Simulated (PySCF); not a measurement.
A species of formula C5H14OSSi2 has this rotational fingerprint, computed with PBE0/pcSseg-1 in PySCF (dipole) on a GFN2-xTB geometry, gas phase:

- Rotational constants: A = 2015, B = 461.2, C = 392.0 MHz
- Dipole components: |μa| = 4.98 D, |μb| = 0.77 D, |μc| = 0.91 D
- Inertial defect: -57.36 u·Å²
- κ: -0.91

**Question.** Which candidate fits, each taken in the one conformer that was computed?
A. `[CH3:1][CH2:2]/[CH:3]=[C:4](\[SiH2:5][SiH3:6])[S@@:7]([CH3:8])=[O:9]` with C1–C2–C3–C4 123°, C3–C4–Si5–Si6 127°, C3–C4–S7–C8 96°
B. `[CH3:1][S:2][SiH2:3][CH2:4][C@H:5]([SiH3:6])[C:7]([CH3:8])=[O:9]` with C1–S2–Si3–C4 177°, S2–Si3–C4–C5 152°, Si3–C4–C5–Si6 148°, C4–C5–C7–C8 -179°
C. `[CH3:1][SiH2:2][O:3][C@@H:4]1[C@@H:5]([CH3:6])[Si@H:7]1[S:8][CH3:9]` with C1–Si2–O3–C4 -57°, Si2–O3–C4–C5 159°, C5–Si7–S8–C9 -86°

**Answer.** B. It is CS[SiH2]C[C@H]([SiH3])C(C)=O, a near-prolate asymmetric top, point group C1. The candidates at the same level (rigid rotor, commonest isotopes):

| SMILES | A (MHz) | B (MHz) | C (MHz) | μa (D) | μb (D) | μc (D) | Δ (u·Å²) | point group | rotor |
| --- | --- | --- | --- | --- | --- | --- | --- | --- | --- |
| CC/C=C(\[SiH2][SiH3])[S@@](C)=O | 1276 | 663.0 | 498.0 | 4.46 | 1.06 | 0.65 | -143.57 | C1 | asymmetric top |
| C[SiH2]O[C@@H]1[C@@H](C)[Si@H]1SC | 1550 | 539.6 | 433.7 | 1.29 | 0.26 | 1.03 | -97.44 | C1 | asymmetric top |
| CS[SiH2]C[C@H]([SiH3])C(C)=O | 2015 | 461.2 | 392.0 | 4.98 | 0.77 | 0.91 | -57.36 | C1 | near-prolate asymmetric top |

`CC/C=C(\[SiH2][SiH3])[S@@](C)=O` has B 44 % too high; `C[SiH2]O[C@@H]1[C@@H](C)[Si@H]1SC` has A 23 % too low. No structure here is proved a minimum.
